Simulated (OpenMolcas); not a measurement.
Ir7+: effect of the level shift or regulariser

- Program: OpenMolcas 26.06
- Basis: ANO-RCC-VTZP [8s7p5d3f1g]
- Scalar Hamiltonian: DKH2, point nucleus
- Active space: 2 electrons in 5 orbitals (5d)
- State averaging: 2S+1 = 3 even, 10 roots; 2S+1 = 1 even, 15 roots
- Spin-orbit coupling: state interaction with AMFI integrals over the reference wave functions, term energies averaged over their components

Methods on the same reference wave functions:
A. CASSCF
B. SS-CASPT2, IPEA 0.25 Eh, imaginary shift 0.1 Eh (closed shells correlated: 5s 5p)
C. SS-CASPT2, IPEA 0.25 Eh, real shift 0.2 Eh (closed shells correlated: 5s 5p)
D. SS-CASPT2, IPEA 0.25 Eh, sigma2 regulariser 0.3 Eh (closed shells correlated: 5s 5p)

Energies in eV above 5d² ³F₂, the measured ground level; measured values from van het Hof, Joshi, Wyart and Sugar, J. Res. Natl. Inst. Stand. Technol. 100, 687 (1995).

| Level | A | B | C | D | Measured |
| --- | --- | --- | --- | --- | --- |
| 5d² ³F₂ | 0.0000 | 0.0000 | 0.0000 | 0.0000 | 0.0000 |
| 5d² ³F₃ | 1.5791 | 1.623 | 1.623 | 1.623 | 1.5711 |
| 5d² ³P₀ | 2.4457 | 2.214 | 2.214 | 2.214 | 2.1392 |
| 5d² ³F₄ | 2.7754 | 2.765 | 2.765 | 2.765 | 2.6799 |
| 5d² ³P₁ | 3.4332 | 3.254 | 3.254 | 3.254 | 3.1270 |
| 5d² ¹G₄ | 4.8256 | 4.637 | 4.637 | 4.637 | 4.4948 |
| 5d² ³P₂ [55 %] | 5.1797 | 4.957 | 4.958 | 4.957 |  |
| 5d² ¹S₀ | 8.8973 | 8.244 | 8.245 | 8.244 | 8.0617 |

Deviations, from unrounded energies. A percentage is the sum of absolute deviations over the sum of measured energies, with the sign that they share, or ± where signs differ.

| Against measurement | Levels | A | B | C | D |
| --- | --- | --- | --- | --- | --- |
| mean absolute deviation (cm-1) | 6 | 2500 | 890 | 890 | 890 |
| fine structure of the ground term (%) | 2 | +2.4 | +3.2 | +3.2 | +3.2 |
| other terms of the ground configuration (%) | 4 | +10.0 | +3.0 | +3.0 | +3.0 |

B, C, D lie about equally close to measurement and A furthest from it. The largest miss of B in the table is 5d² ¹S₀, by +1500 cm-1. The ranking rests on the paired levels alone, and a cruder setting can come out closer through cancelling errors.

Among B to D the level of the table that moves most is 5d² ¹S₀, by 11 cm-1 (lowest in B, highest in C). Moves below CASPT2's spread within the term are not significant.

The two smallest mean deviations differ by little beside CASPT2's spread within terms, so their order carries little weight.

From A to B the spin-free energies of the other terms of 5d² shown, above ³F, scale by factors of 0.88 to 0.89, as is usual when dynamic correlation screens the repulsion within a d or f shell.

The lowest spin-free term lies below A's lowest term by 0.209 hartree in B, 0.209 hartree in C, 0.209 hartree in D.

CASPT2 breaks the degeneracy within a term, and the mean is taken; among the terms shown or strongly mixed into the levels shown the widest spread is 440 cm-1 (5d² ³F, B). Without dynamic correlation excited terms often stand tens of per cent too high (terms of higher spin than the ground term too low), and those without a measured partner can miss by more than the paired ones (holds for A). Computed and measured levels are paired by configuration, term and J; levels that our copy of the source lacks, or whose pairing is in doubt (as where it misses far off the trend of its configuration), stay unpaired and out of the deviations. Levels of configurations outside the active space are missing. Levels that lie high or do not pair safely by name in every column are left out.

A share in square brackets marks a mixed level and gives the weight of the term that names it, the lowest over the columns.
